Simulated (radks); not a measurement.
Spherical quantum dot in the effective-mass picture: electrons in a parabolic well V = omega^2 r^2 / 2 with omega = 1.86, with a point charge +1 (a donor) at the centre, all in effective atomic units (hartree* = m*/eps^2 hartree, bohr* = eps/m* bohr), one dielectric constant everywhere. Calculated with a radial shooting solver with Libxc functionals: non-relativistic Kohn-Sham, LDA (Slater exchange, Perdew-Wang correlation), spin-polarised, spherical densities. Levels are named by radial order and angular momentum (1s, 1p, 1d, 2s, ...), and open shells are averaged over m. Results are scaled to m* = 0.067 and eps = 13.8, for which hartree* = 9.573 meV and bohr* = 10.9 nm.

N = 6, configuration 1s2 1p(up 3, down 1). This is the lowest configuration that the search found. Occupied and some empty levels:

| level | occupation | eigenvalue (meV) | <r> (nm) |
|---|---|---|---|
| 1s up | 1 | 56.777 | 8.991 |
| 1s down | 1 | 57.850 | 8.948 |
| 1p up | 3 | 74.155 | 12.81 |
| 1p down | 1 | 75.329 | 12.86 |
| 2s up | 0 | 87.426 | 13.72 |
| 2s down | 0 | 88.215 | 13.79 |
| 1d up | 0 | 89.842 | 15.29 |
| 1d down | 0 | 90.893 | 15.37 |
| 1f up | 0 | 105.73 | 17.30 |
| 1f down | 0 | 106.62 | 17.39 |

Energy (meV): total 277.373, kinetic 105.50, external 60.355, Hartree 145.75, exchange-correlation -34.238.
